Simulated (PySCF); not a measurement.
C2H6ClSn, SMILES [CH3][Sn+]([CH3])[Cl], charge +1.

Geometry optimised at B3LYP-D3(BJ)/def2-SVP. The multiplicity is an assumed one; no other spin state was optimised. The isomer is the one that the SMILES or the coordinates give; other isomers of the formula were not compared. The def2 effective core potentials stand for the cores of Sn; spin–orbit coupling is left out.

Calculation: r2SCAN/def2-TZVP (PySCF).

```
Item                                                              Result
------------------------------------------------  ----------------------
total energy                                          -754.13647 hartree
highest occupied level                                         -12.50 eV
lowest empty level                                              -8.42 eV
orbital gap                                                      4.08 eV
dipole moment about the centre of nuclear charge                  4.02 D
mean static polarisability                         71.2 bohr³ (10.55 Å³)
polarisability, principal values                  47.6, 80.0, 85.8 bohr³
```
